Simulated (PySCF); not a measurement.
What does the PBE0-D3(BJ)/def2-SVP structure of `CC1=CC=CC(C)=C1N` look like in three dimensions?

```xyz
20
C8H11N angstrom
C     -2.4799   -0.7548   -0.4146
C     -1.2355    0.0781   -0.3325
C     -1.2965    1.4663   -0.2081
C     -0.1418    2.2392   -0.1188
C      1.0986    1.6075   -0.1513
C      1.2067    0.2222   -0.2748
C      2.5427   -0.4586   -0.2972
C      0.0285   -0.5496   -0.3713
N      0.1120   -1.9303   -0.4463
H     -3.3812   -0.1314   -0.3420
H     -2.5212   -1.5020    0.3965
H     -2.5441   -1.3097   -1.3685
H     -2.2784    1.9472   -0.1790
H     -0.2079    3.3247   -0.0215
H      2.0150    2.2000   -0.0778
H      2.6349   -1.1968    0.5180
H      2.7142   -1.0012   -1.2449
H      3.3605    0.2664   -0.1873
H     -0.6940   -2.4063   -0.8287
H      0.9855   -2.3069   -0.7891
```

Orientation and origin are arbitrary. Atoms count from 1 in this order. The 9 heavy atoms lie in one plane (0.010 Å rms). N9 (aniline-type nitrogen) is pyramidal (angles 116.2°, 116.2° and 112.7°, sum 345.1°, 0.25 Å off the plane of its three neighbours). The 6-membered ring C2–C3–C4–C5–C6–C8 has internal angles of 118.9° to 121.5° (sum 720°, against 720° for a flat polygon); it is planar, 0.00 Å rms from its mean plane, widest ring torsion 0°. Of the pairs four or more bonds apart, C7···H20 is among the closest relative to their van der Waals radii: 2.47 Å, 85 % of the sum of Bondi's values.

Bonds between heavy atoms (Å): C1–C2 1.500, C2–C3 1.395, C3–C4 1.392, C4–C5 1.392, C5–C6 1.395, C6–C7 1.500, C6–C8 1.412, C8–N9 1.385, C2–C8 1.412.

Computed, not measured: PySCF, PBE0-D3(BJ)/def2-SVP geometry optimisation, gas phase.

Point group: Cs (tolerance 0.08 Å). No PBE0-D3(BJ)/def2-SVP frequencies stand behind this structure, so it isn't proved a minimum.
